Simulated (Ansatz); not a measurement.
The first iterations of a band of C3H4OSi (9 atoms, charge 0, multiplicity 1).

Theory: Ansatz 0.2.0, RKS B3LYP/STO-3G.

```
movable images  : 5
climbing image  : yes
spring          : 5.0 eV/Å²
optimiser       : quadratic models (default)
start path      : through a guess of the saddle point
force threshold : 0.2 eV/Å
iteration limit : 60
end points      : relaxed
```

Initial state:

```xyz
9
Properties=species:S:1:pos:R:3
C 0.509 2.338 -0.431
C 0.629 1.134 -0.446
C 0.727 -0.364 -0.432
O 1.689 -0.955 -1.004
Si -0.703 -1.246 0.506
H 0.406 3.414 -0.421
H -0.495 -2.673 0.461
H -1.957 -0.906 -0.126
H -0.716 -0.788 1.877
```

Final state:

```xyz
9
Properties=species:S:1:pos:R:3
C 1.464 2.340 -0.770
C 0.536 1.438 -0.431
C 0.716 -0.121 -0.420
O 1.698 -0.691 -0.951
Si -0.708 -1.042 0.493
H -0.448 1.791 -0.091
H -0.530 -2.468 0.350
H -1.964 -0.626 -0.086
H -0.674 -0.668 1.889
```

| iteration | highest image above the first end (eV) | largest band force component (eV/Å) |
| --- | --- | --- |
| 1 | 5.254 | 28.225 |
| 2 | 2.962 | 2.680 |
| 3 | 2.872 | 2.683 |
| 4 | 2.818 | 2.822 |

Problem. Does the band converge within its limit, and where does its top end?

Solution. The forces met the threshold. It ended after 13 iterations with the highest image 2.818 eV above the first end. The threshold of 0.2 eV/Å is loose, so the images may lie well off the minimum-energy path. Neighbouring images differ by up to 1.3 eV, so the band resolves the path poorly. Another band between the same ends (5 images) ends at a top of the same energy, where a vibrational analysis finds 1 clearly imaginary mode. The orbitals stay closed-shell, which can raise the energy where a bond breaks towards radicals; this wasn't checked here. Limits of this set-up: minimal basis.

Run time: 100 s on 1 thread of Arm Neoverse V2 (shared host), peak memory 0.2 GiB.
